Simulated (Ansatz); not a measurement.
GeBr2H2 (GeH₂Br₂). Total charge 0; singlet. Geometry B3LYP-D4/def2-SVP.

```csv
atom,x (Å),y (Å),z (Å)
Ge1,0.162,0.037,0.121
Br2,-0.019,-1.734,-1.367
Br3,-1.765,1.326,0.029
H4,1.342,0.912,-0.321
H5,0.281,-0.542,1.538
```

B3LYP takes the VWN-RPA correlation.

Question: Estimate the orbital energies around the gap (eV) in Ansatz with r2SCANh-D4/def2-TZVP, B3LYP-D4/def2-TZVP, PBE0-D4/def2-SVP, PBE0-D4/def2-TZVP, ωB97X-V/def2-TZVP.

Answer: 
```json
{"orbital": "HOMO−9", "r2SCANh-D4/def2-TZVP": "-21.37", "B3LYP-D4/def2-TZVP": "-21.62", "PBE0-D4/def2-SVP": "-22.01", "PBE0-D4/def2-TZVP": "-22.06", "ωB97X-V/def2-TZVP": "-25.05"}
{"orbital": "HOMO−8", "r2SCANh-D4/def2-TZVP": "-20.81", "B3LYP-D4/def2-TZVP": "-21.07", "PBE0-D4/def2-SVP": "-21.42", "PBE0-D4/def2-TZVP": "-21.50", "ωB97X-V/def2-TZVP": "-24.41"}
{"orbital": "HOMO−7", "r2SCANh-D4/def2-TZVP": "-15.24", "B3LYP-D4/def2-TZVP": "-15.54", "PBE0-D4/def2-SVP": "-15.80", "PBE0-D4/def2-TZVP": "-15.84", "ωB97X-V/def2-TZVP": "-18.68"}
{"orbital": "HOMO−6", "r2SCANh-D4/def2-TZVP": "-10.74", "B3LYP-D4/def2-TZVP": "-10.98", "PBE0-D4/def2-SVP": "-11.19", "PBE0-D4/def2-TZVP": "-11.24", "ωB97X-V/def2-TZVP": "-13.83"}
{"orbital": "HOMO−5", "r2SCANh-D4/def2-TZVP": "-10.32", "B3LYP-D4/def2-TZVP": "-10.49", "PBE0-D4/def2-SVP": "-10.74", "PBE0-D4/def2-TZVP": "-10.77", "ωB97X-V/def2-TZVP": "-13.17"}
{"orbital": "HOMO−4", "r2SCANh-D4/def2-TZVP": "-10.22", "B3LYP-D4/def2-TZVP": "-10.34", "PBE0-D4/def2-SVP": "-10.62", "PBE0-D4/def2-TZVP": "-10.64", "ωB97X-V/def2-TZVP": "-12.91"}
{"orbital": "HOMO−3", "r2SCANh-D4/def2-TZVP": "-8.39", "B3LYP-D4/def2-TZVP": "-8.58", "PBE0-D4/def2-SVP": "-8.75", "PBE0-D4/def2-TZVP": "-8.86", "ωB97X-V/def2-TZVP": "-11.22"}
{"orbital": "HOMO−2", "r2SCANh-D4/def2-TZVP": "-8.26", "B3LYP-D4/def2-TZVP": "-8.45", "PBE0-D4/def2-SVP": "-8.62", "PBE0-D4/def2-TZVP": "-8.74", "ωB97X-V/def2-TZVP": "-11.14"}
{"orbital": "HOMO−1", "r2SCANh-D4/def2-TZVP": "-8.05", "B3LYP-D4/def2-TZVP": "-8.26", "PBE0-D4/def2-SVP": "-8.40", "PBE0-D4/def2-TZVP": "-8.52", "ωB97X-V/def2-TZVP": "-10.88"}
{"orbital": "HOMO", "r2SCANh-D4/def2-TZVP": "-8.04", "B3LYP-D4/def2-TZVP": "-8.24", "PBE0-D4/def2-SVP": "-8.39", "PBE0-D4/def2-TZVP": "-8.52", "ωB97X-V/def2-TZVP": "-10.84"}
{"orbital": "LUMO", "r2SCANh-D4/def2-TZVP": "-1.82", "B3LYP-D4/def2-TZVP": "-1.76", "PBE0-D4/def2-SVP": "-1.25", "PBE0-D4/def2-TZVP": "-1.47", "ωB97X-V/def2-TZVP": "0.63"}
{"orbital": "LUMO+1", "r2SCANh-D4/def2-TZVP": "-0.75", "B3LYP-D4/def2-TZVP": "-0.69", "PBE0-D4/def2-SVP": "-0.33", "PBE0-D4/def2-TZVP": "-0.47", "ωB97X-V/def2-TZVP": "1.59"}
{"orbital": "LUMO+2", "r2SCANh-D4/def2-TZVP": "0.25", "B3LYP-D4/def2-TZVP": "0.18", "PBE0-D4/def2-SVP": "0.82", "PBE0-D4/def2-TZVP": "0.44", "ωB97X-V/def2-TZVP": "2.47"}
{"orbital": "LUMO+3", "r2SCANh-D4/def2-TZVP": "1.11", "B3LYP-D4/def2-TZVP": "1.09", "PBE0-D4/def2-SVP": "1.60", "PBE0-D4/def2-TZVP": "1.31", "ωB97X-V/def2-TZVP": "3.37"}
{"orbital": "LUMO+4", "r2SCANh-D4/def2-TZVP": "4.07", "B3LYP-D4/def2-TZVP": "3.80", "PBE0-D4/def2-SVP": "4.61", "PBE0-D4/def2-TZVP": "4.08", "ωB97X-V/def2-TZVP": "6.12"}
{"orbital": "LUMO+5", "r2SCANh-D4/def2-TZVP": "4.19", "B3LYP-D4/def2-TZVP": "3.99", "PBE0-D4/def2-SVP": "6.74", "PBE0-D4/def2-TZVP": "4.26", "ωB97X-V/def2-TZVP": "6.31"}
```
